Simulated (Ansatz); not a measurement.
Gas-phase electronic energies from Ansatz, PBE0-D4/def2-TZVP geometries. CCSD(T)/CBS is the MP2 limit (def2-TZVPP, def2-QZVPP) plus CCSD(T) − MP2 in def2-TZVPP, frozen cores. This one scheme is used for every species. Functionals use def2-TZVPP. B3LYP here is the variant with VWN-RPA as its local correlation; programs differ in this. For Ga outer-core shells are correlated without core-valence functions, which leaves a few kJ/mol of doubt a bond. Scalar relativity is left out up to krypton. Each species was taken in one conformer, which may not be the lowest.

Reaction (ligand exchange at the Si–C bond): `C#C[SiH2][GaH2]` + `N=C=N` → `N=C=N[SiH2][GaH2]` + acetylene

Question: Is it downhill or uphill in electronic energy at CCSD(T)/CBS, and by how much? (Estimate.)

Answer: The calculation gave: Downhill: ΔE = -0.35 eV.

Question: What do these levels give: BLYP-D4, B97M-V, B3LYP-D4, PBE-QIDH, BHLYP, SCS-MP2/def2-TZVPP? (Best estimate.)

Answer: The calculation gave: BLYP-D4 -0.32, B97M-V -0.30, B3LYP-D4 -0.36, PBE-QIDH -0.33, BHLYP -0.39, SCS-MP2/def2-TZVPP -0.37 eV.

Question: What do rigid-rotor, harmonic-oscillator terms from PBE0-D4/def2-TZVP frequencies (298.15 K, 1 bar) make of the CCSD(T)/CBS value? (Estimate.)

Answer: Ansatz gave: ΔZPE = -0.02 eV, ΔH = -0.35 eV, ΔS = -3 J/(mol·K), ΔG = -0.34 eV. Modes under 50 cm⁻¹ make the entropy rough.

Largest T1 diagnostic among the species: 0.017.

At CCSD(T), def2-SVP lies +0.05 eV from the extrapolated value and def2-TZVPP +0.02 eV. Leaving LDA and LC-ωPBE aside and taking each functional with its dispersion term where it has one, the values, not all of them listed here, spread over 0.15 eV, from BHLYP-D4 to PBE-D4. LDA lies −0.04 eV from PBE without D4. In def2-TZVPP, CCSD(T) changes the Hartree–Fock value by +0.11 eV (the triples alone add +0.01 eV) and MP2 by +0.07 eV.
